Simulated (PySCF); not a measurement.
## Two probes of the same atoms: core binding energy and nuclear shielding

Species: pivaloyl chloride, C5H9ClO.
Numbering: `[CH3:1][C:2]([CH3:3])([CH3:4])[C:5](=[O:6])[Cl:7]`

Binding energies: PySCF, delta-SCF UKS SCAN, pcX-2 on the ionised atom, pcseg-1 elsewhere, spin-free X2C. Shieldings: GIAO PBE0/pcSseg-1, non-relativistic, same geometry.

| atom | C 1s (eV) |
| --- | --- |
| C1 | 290.89 |
| C2 | 291.66 |
| C5 | 294.67 |

What are the absolute isotropic shieldings of these atoms?

```tsv
atom	environment	C 1s (eV)	isotropic shielding (ppm)
C1	methyl carbon	290.89	156.5
C2	sp3 carbon next to a carbonyl	291.66	134.8
C5	acyl halide carbon	294.67	-5.2
```

Among the listed atoms, is the one with the highest binding energy also the least shielded?

Yes: C5 has both (294.67 eV, -5.2 ppm).

By binding energy: C1 < C2 < C5. By shielding: C5 < C2 < C1.

Of atoms equivalent by bonding only the ionised one is listed; its partners' own values can differ in this conformer. Geometry: PBE0-D3(BJ)/def2-SVP; no solvent, vibrations or thermal averaging.

Shape of the structure used: `[CH3:1][C:2]([CH3:3])([CH3:4])[C:5](=[O:6])[Cl:7]`: C1–C2–C5–O6 2°.
